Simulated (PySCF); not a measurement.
Pb⁺ (lead, charge +1): UHF calculation

Configuration: [Xe] 4f14 5d10 6s2 6p1, 2P determinant. Computed with PySCF 2.14 in aug-cc-pVQZ-PP with ECP60MDF (7s7p5d3f2g, 92 functions), with a scalar-relativistic core potential.

* Total energy: -191.594980 hartree
* One-electron energy: -329.7046 hartree
* Hartree (Coulomb) energy: 152.9494 hartree
* Exchange energy: -14.8397 hartree
* ⟨S²⟩: 0.7575
* ⟨L²⟩: 2.022
* Sum of ⟨r⟩: 28.56 bohr
* Sum of ⟨r²⟩: 50.43 bohr²
* Traceless quadrupole moment −½Σ⟨3z² − r²⟩ along its main axis: -4.32 e·bohr²

```tsv
shell	electrons	mean orbital energy (hartree)	spread (hartree)	rms radius, mean of both spins (bohr)
5s α	1	-6.46005	0	0.925
5s β	1	-6.45679	0	0.925
5p α	3	-4.14202	0.00614	1.05
5p β	3	-4.13992	0.01766	1.05
5d α	5	-1.36094	0.01307	1.39
5d β	5	-1.35646	0.02228	1.39
6s α	1	-0.85407	0	2.46
6s β	1	-0.78624	0	2.46
6p α	1	-0.49533	0	3.24
```

Energies and moments cover only the electrons outside the core potential. Spin-orbit coupling, absent here, splits the open shell strongly.
